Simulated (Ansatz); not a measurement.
Stepwise reaction of `N[Si@@H](Cl)[Si@@H](N)Cl` with hydrogen chloride, as a gas-phase model of exchange steps in deposition or etching. ΔE in kJ/mol.

Calculated with Ansatz (gas phase, PBE0-D4/def2-TZVP geometries, no zero-point term in ΔE). CCSD(T)/CBS adds triple-zeta CCSD(T) − MP2 to the extrapolated MP2 energy (def2 sets, frozen cores). This one scheme is used for every species. Functionals use def2-TZVPP. B3LYP here is the variant with VWN-RPA as its local correlation; programs differ in this. Each species was taken in one conformer, which may not be the lowest.

```
step                                                             reaction  PBE-D4  B3LYP-D4  ωB97M-V  CCSD(T)/CBS
   2  `N[SiH](Cl)[Si](N)(Cl)Cl` + HCl → `N[Si](Cl)(Cl)[Si](N)(Cl)Cl` + H₂   -78.1     -77.6    -77.8        -76.7
```

Q: Give the row of step 1, `N[Si@@H](Cl)[Si@@H](N)Cl` + HCl → `N[SiH](Cl)[Si](N)(Cl)Cl` + H₂. (Best estimate.)

A: Ansatz gave: 
| step | reaction | PBE-D4 | B3LYP-D4 | ωB97M-V | CCSD(T)/CBS |
| --- | --- | --- | --- | --- | --- |
| 1 | `N[Si@@H](Cl)[Si@@H](N)Cl` + HCl → `N[SiH](Cl)[Si](N)(Cl)Cl` + H₂ | -84.1 | -83.9 | -84.2 | -82.6 |

Q: By hand: ΔE of the 2 steps together at CCSD(T)/CBS.

A: (-82.6) + (-76.7) = -159.3 kJ/mol, or -79.7 kJ/mol a step.

In ΔE each step is higher than the one before. All are downhill at CCSD(T)/CBS. PBE-D4 differs from CCSD(T)/CBS by -1.5 to -1.4 kJ/mol a step. Isolated molecules leave out the surface, adducts and barriers. Largest T1 diagnostic: 0.010.
